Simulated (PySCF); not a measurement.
PBE on Ce+ (cerium, charge +1), [Xe] 4f1 5d2, one real determinant. Calculation: PySCF 2.14, in x2c-TZVPPall (11s7p7d4f2g, 113 functions); scalar relativity by spin-free X2C-1e.

```
cycle= 1 E= -8859.03461038514  delta_E= -0.021  |g|= 0.0515  |ddm|= 0.768
cycle= 2 E= -8859.03505578076  delta_E= -0.000445  |g|= 0.0476  |ddm|= 1.34
cycle= 3 E= -8859.03557736011  delta_E= -0.000522  |g|= 0.0187  |ddm|= 0.321
cycle= 4 E= -8859.03460847142  delta_E= 0.000969  |g|= 0.0453  |ddm|=  1.5
cycle= 5 E= -8859.03550227629  delta_E= -0.000894  |g|= 0.0394  |ddm|= 1.61
cycle= 6 E= -8859.03597885892  delta_E= -0.000477  |g|= 0.028  |ddm|= 0.0805
cycle= 7 E= -8859.03640985511  delta_E= -0.000431  |g|= 0.00534  |ddm|= 0.0601
cycle= 8 E= -8859.03641772163  delta_E= -7.87e-06  |g|= 0.00383  |ddm|= 0.0162
cycle= 9 E= -8859.03642007436  delta_E= -2.35e-06  |g|= 0.00343  |ddm|= 0.00378
cycle= 10 E= -8859.03642299716  delta_E= -2.92e-06  |g|= 0.0024  |ddm|= 0.00376
cycle= 11 E= -8859.03642629873  delta_E= -3.3e-06  |g|= 0.000137  |ddm|= 0.00446
cycle= 12 E= -8859.03642631137  delta_E= -1.26e-08  |g|= 9.38e-06  |ddm|= 0.000775
cycle= 13 E= -8859.03642631142  delta_E= -5.09e-11  |g|= 1.98e-06  |ddm|= 3.05e-05
converged SCF energy = -8859.03642631142  <S^2> = 3.7512656  2S+1 = 4.0006328
```

Highest occupied orbital energy: -8.406 eV; ⟨L²⟩ = 21.63; populations by l: s 10.40, p 24.00, d 21.60, f 1.00.

Question: Can this result be used?

Answer: Not for this state. The calculation finished and met its thresholds. ⟨L²⟩ = 21.63 against 42 for a pure I term, so this real determinant mixes terms. Spin-orbit coupling, absent here, splits the open shell strongly. The s, p, d and f populations moved away from the nominal configuration during the SCF.
